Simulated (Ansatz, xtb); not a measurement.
**Ranking isomers of C5H5ClO**

7 gas-phase structures of C5H5ClO, from a drawn sample of its isomers (lower ones may exist). Each was relaxed with GFN2-xTB:

A. `O=C1C=C[C@H](Cl)C1`, a singlet
B. `ClC1=COC=CC1`, a singlet
C. `C=CC(=O)/C=C/Cl`, a singlet
D. `O=C1C[C@@H]2[C@H](Cl)[C@H]12`, a singlet
E. `C[C@@H]1C(=O)C=C1Cl`, a singlet
F. `ClC1=CCC=CO1`, a singlet
G. `O=C1CC=C1CCl`, a singlet

Task: Which do you expect lowest at r2SCAN-D4/def2-SVP, and how would the others follow?

Result: Calculated order at r2SCAN-D4/def2-SVP: A (0.0), B (18.0), F (19.1), E (21.4), C (21.9), G (25.4), D (29.2) kcal/mol. Less than 1 kcal/mol parts E and C, so the order within that pair means little.

Energies above the lowest of each column, in kcal/mol; the last columns are at B3LYP-D3(BJ)/def2-SVP geometries and were run for some of them only (a dash: not run or not comparable):

```json
{"structure": "A", "GFN2-xTB": "0.0", "HF/STO-3G": "0.0", "r2SCAN-D4/def2-SVP": "0.0", "B3LYP-D3(BJ)/def2-SVP": "0.0", "CCSD(T)/def2-SVP + ΔMP2/def2-TZVPP": "0.0"}
{"structure": "B", "GFN2-xTB": "2.8", "HF/STO-3G": "11.8", "r2SCAN-D4/def2-SVP": "18.0", "B3LYP-D3(BJ)/def2-SVP": "17.0", "CCSD(T)/def2-SVP + ΔMP2/def2-TZVPP": "19.0"}
{"structure": "F", "GFN2-xTB": "4.0", "HF/STO-3G": "12.5", "r2SCAN-D4/def2-SVP": "19.1", "B3LYP-D3(BJ)/def2-SVP": "18.3", "CCSD(T)/def2-SVP + ΔMP2/def2-TZVPP": "20.0"}
{"structure": "E", "GFN2-xTB": "18.5", "HF/STO-3G": "30.5", "r2SCAN-D4/def2-SVP": "21.4", "B3LYP-D3(BJ)/def2-SVP": "–", "CCSD(T)/def2-SVP + ΔMP2/def2-TZVPP": "–"}
{"structure": "C", "GFN2-xTB": "29.8", "HF/STO-3G": "51.0", "r2SCAN-D4/def2-SVP": "21.9", "B3LYP-D3(BJ)/def2-SVP": "–", "CCSD(T)/def2-SVP + ΔMP2/def2-TZVPP": "–"}
{"structure": "G", "GFN2-xTB": "24.9", "HF/STO-3G": "30.0", "r2SCAN-D4/def2-SVP": "25.4", "B3LYP-D3(BJ)/def2-SVP": "–", "CCSD(T)/def2-SVP + ΔMP2/def2-TZVPP": "–"}
{"structure": "D", "GFN2-xTB": "19.1", "HF/STO-3G": "28.8", "r2SCAN-D4/def2-SVP": "29.2", "B3LYP-D3(BJ)/def2-SVP": "–", "CCSD(T)/def2-SVP + ΔMP2/def2-TZVPP": "–"}
```

Every level run on A puts it lowest or level with the lowest. Flexible structures stand in one conformer each, not always the lowest. Frequencies (GFN2-xTB) were run for A, B, F alone. ΔMP2 is the change of the MP2 energy from the smaller to the larger basis.

Over these structures GFN2-xTB departs from r2SCAN-D4/def2-SVP by 7.2 kcal/mol on average once a common shift is removed. A GFN2-xTB relaxation took about 0.11 s and the r2SCAN-D4/def2-SVP energy about 2.6 s on a shared host (Ansatz 0.2.0, xtb 6.7.1).
